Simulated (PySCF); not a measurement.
Vertical excitations of a molecule C3H6BNO2 from PySCF with TDDFT-B3LYP/def2-SVPD, as energy in eV (oscillator strength): 3.95 (0.002), 6.05 (0.024), 6.29 (0.017), 6.43 (0.003), 6.46 (0.000), 6.72 (0.346), 7.19 (0.041), 7.34 (0.001), 7.46 (0.001), 7.51 (0.030). Lowest triplet (TDA): 3.21 eV. Geometry optimised at PBE-D3(BJ)/def2-SVP. One conformer was computed; it need not be the lowest.

Question: Which molecule gave these data?
(A) NB(O)C1=CCO1
(B) C/N=C1\COB1O
(C) C/N=C/B(O)C=O
(D) CCOB1N=CO1

Answer: B, C/N=C1\COB1O
